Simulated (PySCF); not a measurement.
4-tert-butylpyridine (C9H13N), SMILES CC(C)(C)c1ccncc1.

Geometry: PBE0-D3(BJ)/def2-SVP.

Two levels are set side by side: PBE/def2-SVP (PySCF) and B3LYP/def2-SVP (PySCF). Same geometry, gas phase. Differences are taken from unrounded values.

```
quantity                     B3LYP
---------------------------  -----
orbital gap (eV)              6.15
highest occupied level (eV)  -6.82
lowest empty level (eV)      -0.67
dipole moment (D)             2.73
mean polarisability (bohr³)   99.0
```

Task: What does PBE give, and how far is it from B3LYP? (Estimate from the structure and the level; the computed values follow.)

Result: 
```tsv
quantity	PBE	PBE minus B3LYP
orbital gap (eV)	4.05	-2.11
highest occupied level (eV)	-5.49	1.33
lowest empty level (eV)	-1.45	-0.78
dipole moment (D)	2.72	-0.01
mean polarisability (bohr³)	101.2	2.2
```

Without exact exchange PBE keeps part of each electron's self-repulsion, which lifts occupied levels and narrows the gap. Differences between two approximate levels are no errors against the true value.

Rough cost on one machine, each run with all the roots and properties that it gave: B3LYP against PBE within a factor of 2.
